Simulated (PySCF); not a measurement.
**Steps of a relaxation of [Er(H2O)9]3+**

[Er(H2O)9]3+ (singlet in the valence; each metal's 4f electrons, 11 of them, lie in its core potential, out of spins and levels). PySCF 2.14.0, RKS BP86, Er lcecp-1-SVP with ECP57, O def2-SVP, H def2-SVP; non-relativistic Hamiltonian with scalar-relativistic core potentials where named; density fitting; no spin-orbit coupling. Origin of the start: displaced along the imaginary mode. Columns: position (Å) and force (eV/Å). Energies are counted from the last step; some of the 22 steps are shown. Forces carry noise of the integration grid, about 0.01 to 0.03 eV/Å.

Run from Python with OMP_NUM_THREADS=4. Where DIIS fails, smearing, a level shift and second-order steps follow.
It took 11 min on 4 threads of Arm Neoverse N1, on a shared host, from the converged density of the start.

```xyz
28
step 0  E = 0.655 eV
Er    0.0000    0.0000    0.0000     0.00    0.00    0.00
O     1.7366    0.0028    1.7939     0.63   -0.10    0.90
H     1.6930   -0.2500    2.7737     0.28    0.30   -1.35
H     2.7000    0.2156    1.6049    -0.95   -0.20    0.42
O    -0.8707    1.5025    1.7939    -0.23    0.59    0.91
H    -0.6300    1.5912    2.7737    -0.40    0.09   -1.35
H    -1.5367    2.2305    1.6049     0.64   -0.72    0.42
O    -0.8659   -1.5053    1.7939    -0.40   -0.50    0.91
H    -1.0630   -1.3412    2.7737     0.13   -0.39   -1.35
H    -1.1633   -2.4461    1.6049     0.31    0.92    0.42
O     1.7366   -0.0028   -1.7939     0.63    0.10   -0.90
H     2.7000   -0.2157   -1.6049    -0.95    0.20   -0.42
H     1.6930    0.2500   -2.7737     0.28   -0.30    1.35
O    -0.8659    1.5053   -1.7939    -0.40    0.50   -0.91
H    -1.1632    2.4461   -1.6049     0.31   -0.92   -0.42
H    -1.0630    1.3412   -2.7737     0.13    0.39    1.35
O    -0.8708   -1.5025   -1.7939    -0.23   -0.59   -0.91
H    -1.5368   -2.2304   -1.6049     0.64    0.72   -0.42
H    -0.6300   -1.5912   -2.7737    -0.40   -0.09    1.35
O     1.2078    2.0918    0.0000     0.15    0.27    0.00
H     1.4043    2.6595    0.7832    -0.07   -0.12   -0.30
H     1.6012    2.5459   -0.7832    -0.07   -0.12    0.30
O    -2.4155    0.0000    0.0000    -0.30    0.00    0.00
H    -3.0054   -0.1137    0.7832     0.14    0.00   -0.30
H    -3.0054    0.1137   -0.7832     0.14    0.00    0.30
O     1.2077   -2.0919    0.0000     0.15   -0.27    0.00
H     1.6011   -2.5459    0.7832    -0.07    0.12   -0.30
H     1.4042   -2.6596   -0.7832    -0.07    0.12    0.30
```

```xyz
28
step 7  E = 0.080 eV
Er    0.0000    0.0000    0.0000     0.00    0.00    0.00
O     1.6827    0.0092    1.7736     0.03   -0.17    0.24
H     1.6952   -0.4870    2.6282     0.04    0.15   -0.28
H     2.5319    0.5015    1.7400    -0.03    0.01    0.05
O    -0.8494    1.4527    1.7736     0.12    0.11    0.24
H    -0.4259    1.7116    2.6282    -0.15   -0.04   -0.28
H    -1.7003    1.9419    1.7400     0.01   -0.03    0.06
O    -0.8334   -1.4619    1.7736    -0.16    0.05    0.24
H    -1.2693   -1.2246    2.6282     0.11   -0.11   -0.28
H    -0.8316   -2.4434    1.7400     0.02    0.02    0.05
O     1.6827   -0.0092   -1.7736     0.03    0.17   -0.24
H     2.5319   -0.5016   -1.7400    -0.03   -0.01   -0.05
H     1.6952    0.4869   -2.6282     0.04   -0.15    0.28
O    -0.8334    1.4619   -1.7736    -0.16   -0.05   -0.24
H    -0.8316    2.4434   -1.7400     0.02   -0.02   -0.05
H    -1.2693    1.2246   -2.6282     0.11    0.11    0.28
O    -0.8494   -1.4527   -1.7736     0.12   -0.11   -0.24
H    -1.7003   -1.9419   -1.7400     0.01    0.03   -0.06
H    -0.4259   -1.7116   -2.6282    -0.15    0.04    0.28
O     1.2265    2.1243    0.0000     0.11    0.20   -0.01
H     1.1587    2.8482    0.6661     0.03   -0.13   -0.23
H     1.8873    2.4276   -0.6661    -0.13   -0.04    0.23
O    -2.4529    0.0000    0.0000    -0.23    0.00    0.00
H    -3.0460   -0.4206    0.6661     0.10    0.09   -0.23
H    -3.0459    0.4206   -0.6661     0.10   -0.09    0.23
O     1.2264   -2.1243    0.0000     0.11   -0.20    0.01
H     1.8872   -2.4276    0.6661    -0.13    0.04   -0.23
H     1.1587   -2.8482   -0.6661     0.03    0.13    0.23
```

```xyz
28
step 14  E = 0.005 eV
Er    0.0000    0.0000    0.0000     0.00    0.00    0.00
O     1.7106    0.0065    1.7396    -0.02    0.00   -0.06
H     1.7665   -0.5449    2.5480    -0.01   -0.03    0.06
H     2.4700    0.6249    1.7941     0.02    0.03   -0.02
O    -0.8609    1.4782    1.7396     0.01   -0.02   -0.05
H    -0.4114    1.8023    2.5480     0.03    0.01    0.06
H    -1.7761    1.8266    1.7941    -0.03    0.00   -0.02
O    -0.8497   -1.4847    1.7396     0.01    0.02   -0.06
H    -1.3551   -1.2574    2.5480    -0.02    0.02    0.06
H    -0.6938   -2.4515    1.7941     0.02   -0.03   -0.02
O     1.7106   -0.0065   -1.7396    -0.02    0.00    0.06
H     2.4699   -0.6249   -1.7941     0.02   -0.03    0.02
H     1.7665    0.5448   -2.5480    -0.01    0.03   -0.06
O    -0.8497    1.4847   -1.7396     0.01   -0.02    0.06
H    -0.6938    2.4515   -1.7941     0.02    0.03    0.02
H    -1.3551    1.2574   -2.5480    -0.02   -0.02   -0.06
O    -0.8609   -1.4782   -1.7396     0.01    0.02    0.05
H    -1.7761   -1.8266   -1.7941    -0.03    0.00    0.02
H    -0.4114   -1.8023   -2.5480     0.03   -0.01   -0.06
O     1.2456    2.1574    0.0000    -0.01    0.00   -0.01
H     1.0538    2.9577    0.5347    -0.02   -0.01   -0.01
H     2.0346    2.3914   -0.5347     0.01   -0.02    0.01
O    -2.4911    0.0000    0.0000     0.00    0.00    0.00
H    -3.0883   -0.5662    0.5347     0.02   -0.01   -0.01
H    -3.0883    0.5663   -0.5347     0.02    0.01    0.01
O     1.2455   -2.1574    0.0000    -0.01    0.00    0.01
H     2.0345   -2.3915    0.5347     0.01    0.02   -0.01
H     1.0538   -2.9577   -0.5347    -0.02    0.01    0.01
```

Problem. Where does the relaxation end?

Solution. It converges at step 21 in D3:
```xyz
28
step 21  E = 0
Er    0.0000    0.0000    0.0000
O     1.7192    0.0053    1.7274
H     1.7834   -0.5207    2.5536
H     2.4615    0.6462    1.7676
O    -0.8642    1.4863    1.7274
H    -0.4408    1.8048    2.5536
H    -1.7904    1.8087    1.7676
O    -0.8550   -1.4916    1.7274
H    -1.3426   -1.2841    2.5536
H    -0.6712   -2.4548    1.7676
O     1.7192   -0.0053   -1.7274
H     2.4615   -0.6462   -1.7676
H     1.7834    0.5206   -2.5536
O    -0.8550    1.4916   -1.7274
H    -0.6712    2.4548   -1.7676
H    -1.3426    1.2841   -2.5536
O    -0.8643   -1.4862   -1.7274
H    -1.7904   -1.8087   -1.7676
H    -0.4408   -1.8048   -2.5536
O     1.2426    2.1522    0.0000
H     1.0357    2.9590    0.5191
H     2.0448    2.3764   -0.5191
O    -2.4852    0.0000    0.0000
H    -3.0804   -0.5826    0.5191
H    -3.0804    0.5826   -0.5191
O     1.2426   -2.1522    0.0000
H     2.0447   -2.3764    0.5191
H     1.0356   -2.9590   -0.5191
```

Problem. How did the contacts change?

Solution. 
```
      contact  start (Å)  end (Å)
 Er1–O2 (H2O)      2.497    2.437
 Er1–O5 (H2O)      2.497    2.437
 Er1–O8 (H2O)      2.497    2.437
Er1–O11 (H2O)      2.497    2.437
Er1–O14 (H2O)      2.497    2.437
Er1–O17 (H2O)      2.497    2.437
Er1–O20 (H2O)      2.415    2.485
Er1–O23 (H2O)      2.415    2.485
Er1–O26 (H2O)      2.415    2.485
```


An lcecp potential fixes the number of 4f electrons, so in runs with it no electron can move into or out of that shell.
